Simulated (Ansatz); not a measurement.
A made-up structure of ZnHSO (charge -1), singlet:

O1  (-0.371, 0.188, -1.497)
Zn2  (-0.258, 0.136, 0.734)
S3  (-0.181, 0.102, 2.441)
H4  (0.481, -0.255, -1.627)
(Å)

It is relaxed with PBE-D4/def2-SVPD and then PBE0-D4/def2-TZVPD (Ansatz 0.2.0). Atoms count as bonded within 1.22 times the sum of their covalent radii (H–H: 0.88 Å). The end point is not checked to be a true minimum.

**Question.** Does its bonding change? (A judgement: the text doesn't fix the answer.)

**Answer.** Computed: No: no bond forms or breaks.

Where it ends: The first stage lowers the energy by 2.83 eV in 6 steps. It ends as ZnHSO ([OH][Zn][S]), total charge -1:
O1  (-0.328, 0.166, -1.329)
Zn2  (-0.252, 0.132, 0.508)
S3  (-0.200, 0.112, 2.585)
H4  (0.451, -0.240, -1.714)
(Å)

Labels in which every atom is bracketed show which atoms are joined, not bond orders.

For scale, one of the runs: PBE0-D4/def2-TZVPD relaxation, 146 basis functions, launched by `ansatz run in.yaml --threads 2 --pin off --events-out ev --progress --plain --max-ram 4352MiB`. Hardware: 2 CPU threads of an Arm Neoverse V1, shared host. Wall time about 20 s.
